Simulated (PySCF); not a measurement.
1-fluorobutane (C4H9F), SMILES FCCCC. Coordinates come from a r2SCAN-D4/def2-SVP optimisation. Other conformers were not sampled.

Calculation: r2SCAN-D4/def2-SVP run with PySCF.

Harmonic wavenumbers (cm⁻¹): 94, 146, 249, 262, 343, 520, 748, 839, 855, 968, 972, 1060, 1101, 1137, 1169, 1247, 1267, 1313, 1320, 1388, 1398, 1416, 1443, 1467, 1471, 1481, 1489, 3014, 3019, 3024, 3026, 3067, 3080, 3089, 3118, 3129. Rotational constants (GHz): 12.40, 2.365, 2.173; symmetry number 1.

Task: Work out the zero-point energy and the ideal-gas rigid-rotor harmonic-oscillator thermochemistry at 298.15 K and 1 atm.

Result: ZPE = ½ Σ hcν = ½ × 54730 cm⁻¹ = 327.36 kJ/mol. H − E(el) = 346.29 kJ/mol. Entropy in J/(mol K): translation 162.78, rotation 108.89, vibration 53.39, total 325.05. G − E(el) = 249.37 kJ/mol. Cp = 97.29 J/(mol K). Modes under 150 cm⁻¹ make the vibrational entropy uncertain.
